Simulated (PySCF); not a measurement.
A structure optimised at B3LYP-D3(BJ)/def2-SVP, used in a PySCF frequency run:

```xyz
7

Mo     0.0000     0.0000     0.0000
F      0.0000     1.8285     0.0000
F      0.0000    -1.8285     0.0000
F      0.0000     0.0000    -1.8285
F      1.8285     0.0000     0.0000
F     -1.8285     0.0000     0.0000
F      0.0000     0.0000     1.8285
```

Question: Write its SMILES, formula and point group.

Answer: [F][Mo]([F])([F])([F])([F])[F], F₆Mo, Oh

Question: What are its rotational constants (standard atomic weights)?

Answer: 1.9891, 1.9891, 1.9891 GHz
